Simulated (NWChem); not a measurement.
All runs are NWChem calculations. System: H2BO3 (-1), charge -1, spin multiplicity 1, at a geometry optimised with PBE/def2-SVP. The structure started from a generated list of species. Level: B2PLYP/def2-SVPD, 4 core orbitals frozen.

The NWChem input:

```
start mol
memory heap 200 mb stack 800 mb global 1000 mb
charge -1
geometry units angstroms nocenter noautoz
  O      0.000000     0.000000    -1.502063
  B      0.000000     0.000000    -0.217502
  O     -0.048123     1.206288     0.633154
  O      0.048123    -1.206288     0.633154
  H      0.348462     0.954011     1.486775
  H     -0.348462    -0.954011     1.486775
  symmetry group C2
end
basis spherical
  * library def2-svpd
end
dft
  xc hfexch 0.53 becke88 0.47 lyp 0.73 mp2 0.27
  dftmp2
  semidirect memsize 60000000 filesize 0
  iterations 100
end
mp2
  freeze core 4
end
task dft energy
```

NWChem printed:

```
             Northwest Computational Chemistry Package (NWChem) 7.3.0
             --------------------------------------------------------

                                NWChem Input Module
                                -------------------

 Scaling coordinates for geometry "geometry" by  1.889725989
 (inverse scale =  0.529177249)

 Turning off AUTOSYM since
 SYMMETRY directive was detected!

                             Geometry "geometry" -> ""
                             -------------------------

 Output coordinates in angstroms (scale by  1.889725989 to convert to a.u.)

  No.       Tag          Charge          X              Y              Z
 ---- ---------------- ---------- -------------- -------------- --------------
    1 O                    8.0000     0.00000000     0.00000000    -1.50206300
    2 B                    5.0000     0.00000000     0.00000000    -0.21750200
    3 O                    8.0000    -0.04812300     1.20628800     0.63315400
    4 O                    8.0000     0.04812300    -1.20628800     0.63315400
    5 H                    1.0000     0.34846200     0.95401100     1.48677500
    6 H                    1.0000    -0.34846200    -0.95401100     1.48677500

 Effective nuclear repulsion energy (a.u.)     104.6980653246

            Nuclear Dipole moment (a.u.)
            ----------------------------
        X                 Y               Z
 ---------------- ---------------- ----------------
     0.0000000000     0.0000000000     0.0000000000

      Symmetry information
      --------------------

 Group name             C2
 Group number              4
 Group order               2
 No. of unique centers     4

      Symmetry unique atoms

     1    2    3    5


 Summary of "ao basis" -> "" (spherical)
 ------------------------------------------------------------------------------
       Tag                 Description            Shells   Functions and Types
 ---------------- ------------------------------  ------  ---------------------
 *                         def2-svpd                  on all atoms

  dft_input: which_mp2 not specified, using semidirect MP2 by default.

                                 NWChem DFT Module
                                 -----------------

 Summary of "ao basis" -> "ao basis" (spherical)
 ------------------------------------------------------------------------------
       Tag                 Description            Shells   Functions and Types
 ---------------- ------------------------------  ------  ---------------------
 O                         def2-svpd                 9       23   4s3p2d
 B                         def2-svpd                 8       20   4s2p2d
 H                         def2-svpd                 4        8   2s2p

 Summary of "ao basis" -> "ao basis" (spherical)
 ------------------------------------------------------------------------------
       Tag                 Description            Shells   Functions and Types
 ---------------- ------------------------------  ------  ---------------------
 O                         def2-svpd                 9       23   4s3p2d
 B                         def2-svpd                 8       20   4s2p2d
 H                         def2-svpd                 4        8   2s2p

      Symmetry analysis of basis
      --------------------------

        a          56
        b          49

            General Information
            -------------------
          SCF calculation type: DFT
          Wavefunction type:  closed shell.
[...]
              MO Center= -1.1D-15,  2.3D-16, -1.3D+00, r^2= 1.3D+00
   Bfn.  Coefficient  Atom+Function         Bfn.  Coefficient  Atom+Function
  ----- ------------  ---------------      ----- ------------  ---------------
     6      0.574691  1 O  py                 9      0.398086  1 O  py
    12      0.135864  1 O  py                50      0.108935  3 O  pz
    73     -0.108935  4 O  pz                 5      0.085037  1 O  px
    53      0.077648  3 O  pz                76     -0.077648  4 O  pz
    29     -0.070006  2 B  py                35     -0.066653  2 B  d -1

 Vector   17  Occ=0.000000D+00  E= 1.611411D-01  Symmetry=a
              MO Center=  5.3D-14,  3.3D-13,  1.4D+00, r^2= 9.8D+00
   Bfn.  Coefficient  Atom+Function         Bfn.  Coefficient  Atom+Function
  ----- ------------  ---------------      ----- ------------  ---------------
    27      3.951000  2 B  s                 26      3.635291  2 B  s
    47     -2.379118  3 O  s                 70     -2.379118  4 O  s
     4     -2.274817  1 O  s                 56      1.023022  3 O  pz
    79      1.023022  4 O  pz                43     -0.503541  2 B  d  2
    55      0.405421  3 O  py                78     -0.405421  4 O  py

 Vector   18  Occ=0.000000D+00  E= 2.210851D-01  Symmetry=a
              MO Center=  1.8D-15, -1.5D-15, -2.9D-01, r^2= 1.4D+01
   Bfn.  Coefficient  Atom+Function         Bfn.  Coefficient  Atom+Function
  ----- ------------  ---------------      ----- ------------  ---------------
     4      9.514943  1 O  s                 27     -5.517200  2 B  s
    26     -3.975990  2 B  s                 41     -2.441817  2 B  d  0
    33      2.289415  2 B  pz                56      1.924163  3 O  pz
    79      1.924163  4 O  pz                13      1.791047  1 O  pz
    47      1.334504  3 O  s                 70      1.334504  4 O  s

 Vector   19  Occ=0.000000D+00  E= 2.327835D-01  Symmetry=b
              MO Center= -8.1D-14, -2.4D-13,  1.8D+00, r^2= 9.7D+00
   Bfn.  Coefficient  Atom+Function         Bfn.  Coefficient  Atom+Function
  ----- ------------  ---------------      ----- ------------  ---------------
    55      1.220630  3 O  py                78      1.220630  4 O  py
    56      1.101948  3 O  pz                79     -1.101948  4 O  pz
    47     -0.985841  3 O  s                 70      0.985841  4 O  s
    91     -0.949829  5 H  s                 99      0.949829  6 H  s
    32      0.864584  2 B  py                12      0.511482  1 O  py

 center of mass
 --------------
 x =   0.00000000 y =   0.00000000 z =  -0.09814511

 moments of inertia (a.u.)
 ------------------
         364.632628547627           4.238637545612           0.000000000000
           4.238637545612         192.989231606960           0.000000000000
           0.000000000000           0.000000000000         173.920554729057

     Multipole analysis of the density
     ---------------------------------

     L   x y z        total         alpha         beta         nuclear
     -   - - -        -----         -----         ----         -------
     0   0 0 0     -1.000000    -16.000000    -16.000000     31.000000

     1   1 0 0     -0.000000     -0.000000     -0.000000      0.000000
     1   0 1 0     -0.000000     -0.000000     -0.000000      0.000000
     1   0 0 1      2.272209      1.136104      1.136104      0.000000

     2   2 0 0    -18.798706     -9.899132     -9.899132      0.999558
     2   1 1 0      1.046272      0.994391      0.994391     -0.942511
     2   1 0 1     -0.000000     -0.000000     -0.000000      0.000000
     2   0 2 0    -25.560570    -57.601366    -57.601366     89.642163
     2   0 1 1      0.000000      0.000000      0.000000      0.000000
     2   0 0 2    -23.810197    -63.901983    -63.901983    103.993768

                   NWChem MP2 Semi-direct Energy/Gradient Module
                   ---------------------------------------------

  Basis functions       =    105
  Molecular orbitals    =    105
  Frozen core           =      4
  Frozen virtuals       =      0
  Active alpha occupied =     12
  Active beta occupied  =     12
  Active alpha virtual  =     89
  Active beta virtual   =     89
  Use MO symmetry       = T
  Use skeleton AO sym   = T

  AO/Fock/Back tols     =   1.0D-09  1.0D-09  1.0D-09

 GA uses MA = F    GA memory limited = T

 Available:
  local mem=  3.29D+07
 global mem=  1.31D+08
 local disk=  0.00D+00
  mp2_memr nvloc                    89
  nvloc new                    89
   1 passes of  12:        3145728                      49725                  20193875.
   1 passes of  12: M     32854552           G      131049950           F      29708824.

 Semi-direct pass number   1 of   1  for RHF alpha+beta  at        7.2s
  vrange nnbf                  5556
  mp2_eaftype                    77  avail_ma_in_mb                   286
 EAF : mp2_eaftype filesize          77   10096938.
  mp2_eaf for mointskh                     77
Node 0 wrote     47.5 Mb in      0.0 s     Agg I/O rate:  2119.9 Mb/s
 Done moints_semi at       12.4s
  mp2_eaftype                    77  avail_ma_in_mb                   286
 EAF : mp2_eaftype filesize          77   10096938.
  mp2_eaf for kh                    77
 Done maket at       12.8s
 Done multipass loop at       12.8s

          -------------------------------------------
          DFT energy                    -251.291982339272
          Unscaled MP2 energy             -0.853082517962
          Total DFT+MP2 energy          -251.522314619121
          -------------------------------------------

 -----------------------
 Performance information
 -----------------------

 Timer overhead =  1.54D-07 seconds/call

               Nr. of calls         CPU time (s)                 Wall time (s)                GFlops
             ---------------    -------------------     ------------------------------   -------------------
Name         Min   Avg   Max    Min     Avg     Max     Min     Avg     Max   Mx/calls   Min     Max     Sum
mp2: moin     1     1     1    5.2     5.2     5.2      5.2     5.2     5.2     5.2      0.0     0.0     0.0
mp2: make     1     1     1   0.40    0.40    0.40     0.40    0.40    0.40    0.40      0.0     0.0     0.0
mp2: tota     1     1     1    5.7     5.7     5.7      5.7     5.7     5.7     5.7      0.0     0.0     0.0

 The average no. of pstat calls per process was 3.00D+00
 with a timing overhead of 4.62D-07s

 Task  times  cpu:       12.8s     wall:       12.8s

 Total times  cpu:       12.8s     wall:       12.8s
```
